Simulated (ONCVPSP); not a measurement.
**Wu-Cohen ONCV dataset for calcium, scalar-relativistic all-electron reference.**

ONCVPSP 4.0.1 input, shortened (lines: element, Z, core and valence counts, functional; n l f; lmax; l rc ep ncon nbas qcut; lloc lpopt rc5 dvloc0; l nproj debl; icmod fcfact rcfact), Wu-Cohen, scalar-relativistic:

```
  Ca 20.00    3    2  -118130      upf
    1    0    2.00
    2    0    2.00
    2    1    6.00
    3    0    2.00
    3    1    6.00
    2
    0    1.30    0.00    4    7    4.00
    1    2.05    0.00    4    7    7.00
    2    1.80    0.14    4    8    5.30
    4    5    1.15    0.00
    0    1    1.70
    1    1    2.80
    2    2    0.80
    0    0.00    0.00
```

In the d channel the program set the typed energies aside and used -0.585, 0.215 Ha.

All-electron outer shells of the reference configuration (Wu-Cohen, scalar-relativistic, ld1.x):

| shell | level (eV) | outermost node (bohr) | outermost maximum (bohr) |
| --- | --- | --- | --- |
| 3p | -43.04 | 0.42 | 1.04 |

(1) Estimate the cutoffs (Ha) at which the residual kinetic energy of the hardest occupied pseudo-wave falls to 1 and 0.1 mHa per electron.

(2) What does a ghost test show?

(3) Which valence shell sets the plane-wave cutoff?

(4) Tests: 3s2 3p6 4s2; 3s2 3p6 4s1; 3s2 3p6 4s1.5; 3s2 3p6 3d1. Which has the largest error in its energy relative to the reference configuration, and how large is it?

Results:

(1) 68 Ha and 80 Ha.

(2) No bound ghost flagged; no localised positive-energy state flagged.

(3) 3s: 68 Ha for 1 mHa per electron, against 15 Ha for 3p.

(4) 3s2 3p6 4s2, with +243 meV (all-electron minus pseudo) on -17.92 eV.
